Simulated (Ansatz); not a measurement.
AlF₂HS (`[F][Al]([F])[SH]`). The species carries charge 0 and has multiplicity 1.

List the harmonic frequencies (cm⁻¹, unscaled) at PBE0-D4/def2-TZVP in Ansatz. (An estimate is asked.)

Ansatz gave: 158, 228, 255, 265, 482, 668, 817, 943, 2704.

Is this a minimum?

Yes, all 9 modes are real.

Give the ideal-gas thermochemistry at 298.15 K and 1 bar (rigid rotor, harmonic oscillator; point group Cs, symmetry number 1).

Zero-point energy 39.0 kJ/mol; H(298) − E = 55.7 kJ/mol; entropy 314.9 J/(mol·K), of which translation 166.0, rotation 110.6, vibration 38.3; G(298) − E = -38.2 kJ/mol.

Rotational constants (cm⁻¹)?

0.2175, 0.1032, 0.06999.
